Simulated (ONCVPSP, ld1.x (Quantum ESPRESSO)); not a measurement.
Potentials for platinum compared

Generated with ld1.x 7.5 (TM, RRKJ, ultrasoft, PAW), atompaw 4.2 or ONCVPSP 4.0.1. The cutoff is in Ry: for ld1.x and atompaw files where the sum of valence levels is converged to 10 mRy in a Bessel basis, for ONCV files where the hardest occupied wave has 1 mHa per electron of residual kinetic energy. The error is the largest all-electron minus pseudo excitation energy over each file’s own four to seven test configurations (ionisations up to +4, promotions, holes and added fractions of an electron), all of which were solved. The labels leave out finer settings (local radius, basis sizes, second energies), which also bear on the numbers. Spin-polarised tests are not counted. The rows are a selection from randomly drawn settings: files with unsolved tests, undetermined cutoffs or missed reference levels are left out.

A true bound ghost makes a file unfit for plane-wave use even where its test errors are small: the radial tests pick states by their node count and pass the ghost by.

```csv
potential,cutoff (Ry),largest error (meV),bound ghosts
"ONCV, BLYP, non-relativistic, rc 1.65/2.10/1.40 (spd), local smoothed, core correction yes, reference 5s2 5p6 5d9 6p1, qcut 8.1/6.8/5.7, projectors 3/3/2",46,+0.8,none
"ONCV, LDA (Perdew-Wang 92), scalar-relativistic, rc 1.70/1.64/1.96/1.52 (spdf), local smoothed, core correction yes, reference 5s2 5p6 5d8.5, qcut 7.8/9.2/8.9/6.9, projectors 3/2/2/1",60,+3.0,none
```

(1) Fill in the row for Pt: ONCV, PBEsol, scalar-relativistic, rc 2.10/2.05/2.10/0.50 (spdf), local smoothed, core correction yes, reference 4f13.5 5d9.5 6s1, qcut 3/3.5/7.7/21, projectors 1/2/2/1.

(2) Fill in the row for Pt: TM, PBE, scalar-relativistic, rc 2.30/2.35/1.50 (spd), local s, core correction no, reference 5d8 6s0 6p0.

(3) Fill in the row for Pt: ultrasoft, LDA (PZ), fully relativistic, rc 2.55/2.55/1.75 (spd), local smoothed, core correction yes, reference 5d9 6s0.5 6p0.

Results:

(1) cutoff 2158 Ry, largest error -531 meV, bound ghosts: s, p, d.

(2) cutoff 40 Ry, largest error -395 meV, bound ghosts: none.

(3) cutoff 35 Ry, largest error -208 meV, bound ghosts: none.
